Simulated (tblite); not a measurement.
C6H11ClOSi.
Geometry (GFN2-xTB, Å), atoms numbered from 1 in this order:
```
atom  x, y, z in Å
C1     2.694    0.753   -0.213
O2     1.306    0.686   -0.458
C3     0.681   -0.424   -0.030
C4     1.117   -1.523    0.615
Si5   -0.566   -2.336    0.647
C6    -0.798   -0.629   -0.245
C7    -1.689    0.410    0.425
C8    -1.608    1.746   -0.294
Cl9   -2.648    2.961    0.501
H10    3.034    1.704   -0.621
H11    3.217   -0.070   -0.710
H12    2.903    0.714    0.860
H13    2.121   -1.749    0.934
H14   -1.267   -2.456    1.922
H15   -0.800   -3.501   -0.204
H16   -1.044   -0.673   -1.308
H17   -1.384    0.538    1.465
H18   -2.723    0.057    0.419
H19   -0.593    2.141   -0.282
H20   -1.957    1.663   -1.324
```

All values are computed: GFN2-xTB (tblite) harmonic vibrations without scaling, gas phase. Errors from tens to a few hundred cm⁻¹ against measured bands are possible. Modes of hydrogen on silicon can be 10 to 20 % off. One conformer, not necessarily the lowest.

Harmonic wavenumbers (cm⁻¹): 55.8, 76.7, 99.6, 116.7, 145.7, 185.0, 201.7, 243.5, 270.3, 328.1, 426.3, 450.5, 495.3, 537.6, 612.1, 625.7, 687.9, 759.9, 767.5, 780.9, 796.4, 842.3, 868.0, 1001.1, 1041.4, 1055.1, 1101.6, 1116.8, 1123.7, 1128.6, 1139.4, 1169.4, 1218.7, 1254.9, 1257.3, 1306.3, 1331.9, 1397.4, 1445.7, 1461.7, 1478.5, 1489.2, 1610.2, 2262.9, 2279.8, 2943.4, 2944.2, 2958.2, 2966.9, 2975.6, 2985.3, 3002.3, 3030.8, 3092.8.

A = 1565, B = 651.3, C = 482.6 MHz; mass 162.027 u (most abundant isotopes); point group C1, symmetry number 1.

**Question.** What is the zero-point energy?

**Answer.** Half the sum of the wavenumbers: 33472 cm⁻¹ = 95.70 kcal/mol.

**Question.** Entropy at 400 K, 1 bar (ideal gas, RRHO, classical rotation)?

**Answer.** Translation 42.64, rotation 31.73, vibration 44.70: S = 119.1 cal/(mol K).

**Question.** And Cp and H(400 K) − H(0)?

**Answer.** Cp = 53.02 cal/(mol K), of which vibrations give 45.07 (their classical limit is 54 R = 107.3); H(400 K) − H(0) = 12.48 kcal/mol without the zero-point energy, 9.30 from vibrations.

**Question.** Blend soft modes into free rotors: weight 1/[1 + (100 cm⁻¹/ν̃)⁴] for the oscillator and the rest for a rotor with moment μB/(μ + B), μ = h/(8π²ν), B = 10⁻⁴⁴ kg m². What vibrational entropy results?

**Answer.** 41.70 cal/(mol K) in place of 44.70, which changes −T·S at 400 K by +1.20 kcal/mol.

**Question.** Which modes carry the vibrational entropy at 400 K?

**Answer.** 55.8 cm⁻¹: 5.18; 76.7 cm⁻¹: 4.55; 99.6 cm⁻¹: 4.04; 116.7 cm⁻¹: 3.73; 145.7 cm⁻¹: 3.29; 185.0 cm⁻¹: 2.83 cal/(mol K); the other 48 give 21.08 together.

**Question.** What must be added to the electronic energy to get the Gibbs energy at 400 K and 1 bar?

**Answer.** ZPE + [H(400 K) − H(0)] − T·S = 95.70 + 12.48 − 47.63 = 60.55 kcal/mol.

Hindered rotation and anharmonicity are outside this model. Other conformers, if any are populated, would add a mixing term that is left out. The structure is chiral; the term R ln 2 for an equal mix with its mirror image is left out.
